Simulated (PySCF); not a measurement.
Match the calculated data to a structure.

All candidates are C5H8OS.

| technique | computed result |
| --- | --- |
| Dipole | 4.17 D [PBE0/def2-SVPD] |
| Polarisability | 79.6 au [PBE0/def2-SVPD] |
| UV, first state | lowest singlet excitation: 4.46 eV (278 nm, f = 0.001) [TDDFT PBE0/def2-SVPD] |
| Rotational structure | rotational constants A, B, C: 2.887, 2.711, 1.657 GHz [GFN2-xTB] |
| UV, strongest line | among the 6 lowest singlet transitions: S6 at 6.66 eV (186 nm, f = 0.126) [TDDFT PBE0/def2-SVPD] |
| 1H NMR | chemical shifts (computed TMS as zero) by class: 6.91 (1 H), 6.83 (1 H), 2.92 (1 H), 2.78 (1 H), 2.45 (1 H), 1.45 (3 H) ppm [GIAO PBE0/pcSseg-1] |
| 13C NMR | chemical shifts (computed TMS as zero) by class: 149.5 (1 C), 148.0 (1 C), 60.1 (1 C), 45.0 (1 C), 12.3 (1 C) ppm [GIAO PBE0/pcSseg-1] |
| Triplet | lowest triplet excitation (Tamm–Dancoff): 4.16 eV [TDA PBE0/def2-SVPD] |

The electronic properties come from PySCF, for the isolated species, density fitting. Levels stand in brackets. The structure is a single GFN2-xTB conformer in the gas phase; no vibrational or solvent corrections. NMR values are class means; diastereotopic atoms form classes of their own.

Problem. Which candidate is it?
A. `C=C(SC)C(C)=O`
B. `C=CCOC(C)=S`
C. `C[C@@H]1CC=C[S@@]1=O`

Solution. C. It is `C[C@@H]1CC=C[S@@]1=O`. Numbering: `[CH3:1][C@@H:2]1[CH2:3][CH:4]=[CH:5][S@@:6]1=[O:7]`. 5 carbons fall into 5 classes; from least to most shielded: alkene CH carbon [C4] (149.5 ppm), alkene CH carbon [C5] (148.0 ppm), ring sp3 carbon bound to sulfur [C2] (60.1 ppm), allylic carbon [C3] (45.0 ppm), methyl carbon [C1] (12.3 ppm). Hydrogen classes from least to most shielded: 1 H on an alkene CH carbon, C5 (6.91 ppm), 1 H on an alkene CH carbon, C4 (6.83 ppm), 1 H on an allylic carbon, C3 (2.92 ppm), 1 H on an allylic carbon, C3 (2.78 ppm), 1 H on an sp3 carbon bound to sulfur, C2 (2.45 ppm), 3 H on a methyl carbon, C1 (1.45 ppm, a mean of values up to 0.7 ppm apart in this geometry). S1 is mainly HOMO→LUMO (weight 0.99); the largest Löwdin shares of the orbital it empties are 0.51 on the sulfinyl oxygen, 0.31 on the sulfinyl sulfur, 0.07 on the sp3 carbon bound to sulfur and 0.05 on an alkene CH carbon, of the orbital it fills 0.32 on an alkene CH carbon, 0.27 on an alkene CH carbon, 0.15 on the sulfinyl sulfur and 0.05 on the allylic carbon. The optimised geometry has point group C1 and is an asymmetric top.

The others, at the same levels:
- `C=CCOC(C)=S` fails: its computed 13C shifts are 229.1 (1 C), 142.7 (1 C), 124.6 (1 C), 79.2 (1 C), 35.9 (1 C) ppm, 1H shifts are 6.51 (1 H), 5.69 (1 H), 5.60 (1 H), 4.97 (2 H), 2.79 (3 H) ppm and lowest singlet excitation is 3.42 eV (363 nm, f = 0.000) (against 4.46 eV).
- `C=C(SC)C(C)=O` fails: its computed 13C shifts are 197.0 (1 C), 153.3 (1 C), 120.7 (1 C), 29.4 (1 C), 19.6 (1 C) ppm, 1H shifts are 6.66 (1 H), 5.00 (1 H), 2.42 (3 H), 2.24 (3 H) ppm and rotational constant A is 4.080 GHz (against 2.887 GHz).

Each candidate is one conformer, not necessarily the lowest. The conformers computed, where there is a choice (atom-mapped SMILES and torsion angles):
- `[CH2:1]=[CH:2][CH2:3][O:4][C:5]([CH3:6])=[S:7]`: C1–C2–C3–O4 136°, C2–C3–O4–C5 177°, C3–O4–C5–C6 180°
- `[CH2:1]=[C:2]([S:3][CH3:4])[C:5]([CH3:6])=[O:7]`: C1–C2–S3–C4 4°, C1–C2–C5–C6 166°
